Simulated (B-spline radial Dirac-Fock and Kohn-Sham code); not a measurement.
**Sb⁴⁺ 4p3/2: cross section and angular parameters**

System: antimony as Sb⁴⁺, configuration [Kr] 4d10 5s1; threshold 152.7 eV (orbital energy of the model). Method: Dirac-Hartree-Slater photoionisation with a Latter tail; cross sections with all multipoles, angular parameters from the dipole term and its interference with E2. Computed with a radial atomic solver.

For linearly polarised light dσ/dΩ = σ/(4π) [1 + β P₂(cos θ) + (δ + γ cos²θ) sin θ cos φ], with θ from the polarisation vector and φ the angle between the beam and the projection of the electron momentum on the plane normal to the polarisation.

| hν (eV) | σ (kb) | β | γ | δ |
| --- | --- | --- | --- | --- |
| 192 | 306 | -0.052 | -0.089 | 0.025 |
| 203 | 301 | 0.113 | -0.095 | 0.035 |
| 294 | 247 | 0.893 | 0.125 | 0.037 |
| 327 | 227 | 1.038 | 0.175 | 0.030 |
| 517 | 140 | 1.442 | 0.201 | 0.008 |
| 795 | 76.7 | 1.620 | 0.071 | 0.001 |
| 800 | 76.0 | 1.622 | 0.069 | 0.001 |
| 911 | 61.9 | 1.653 | 0.030 | 0.000 |
| 982 | 54.7 | 1.668 | 0.011 | 0.000 |
| 983 | 54.6 | 1.668 | 0.011 | 0.000 |
| 1000 | 53.1 | 1.671 | 0.007 | 0.000 |
| 1290 | 34.0 | 1.702 | -0.029 | 0.001 |
| 2000 | 14.7 | 1.706 | 0.032 | 0.003 |
| 2230 | 11.8 | 1.699 | 0.073 | 0.004 |
| 2550 | 8.91 | 1.687 | 0.137 | 0.006 |
| 2984.4 | 6.33 | 1.667 | 0.232 | 0.008 |
| 3060 | 5.99 | 1.663 | 0.249 | 0.008 |
| 4960 | 1.94 | 1.569 | 0.653 | 0.020 |
| 5414.7 | ? | ? | ? | ? |
| 6410 | 1.01 | 1.501 | 0.919 | 0.032 |
| 6560 | 0.955 | 1.494 | 0.944 | 0.034 |
| 10000 | 0.306 | 1.353 | 1.418 | 0.068 |
| 11000 | 0.234 | 1.317 | 1.528 | 0.079 |
| 12000 | 0.183 | 1.283 | 1.627 | 0.090 |
| 13600 | 0.127 | 1.231 | 1.767 | 0.107 |
| 15000 | 0.0953 | 1.189 | 1.875 | 0.123 |

Q: Give the values at Cr Kα (5414.7 eV).

A: σ = 1.56 kb, β = 1.547, γ = 0.741, δ = 0.024.
